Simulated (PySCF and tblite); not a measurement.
Values are calculated unless marked as measured or tabulated.
System: C₄H₇FSe₂, numbered as in [CH2:1]=[C:2]([CH2:3][F:4])[Se:5][Se:6][CH3:7].

For the rotation about the Se5–Se6 bond (torsion C2–Se5–Se6–C7 from -85° to 87°, rising): electronic barrier 9.02 kcal/mol, zero-point change 0.04 kcal/mol, thermal and entropy terms at 250 K a further 0.59 kcal/mol (symmetry numbers apart). The minimum is C1, the saddle C1. Level: PBE0/pcSseg-1 + D3(BJ) on GFN2-xTB stationary points, with GFN2-xTB thermal terms. Rates follow Eyring's equation with the number of equivalent paths and no tunnelling. Run with tblite and PySCF.

**Question.** How many equivalent paths lead out of the minimum?

**Answer.** 1: the symmetry number of the minimum is 1, that of the saddle displaced along its mode 1.

**Question.** Work out the rate at 250 K.

**Answer.** ΔG‡ = 9.65 kcal/mol; k_B T/h = 5.2×10¹² s⁻¹; exp(−ΔG‡/RT) = 3.7×10⁻⁹; times 1 gives k = 1.9×10⁴ s⁻¹. Wigner's tunnelling factor for the 70i cm⁻¹ mode would be 1.01.

Spin–orbit effects of heavy atoms on shieldings are missing.
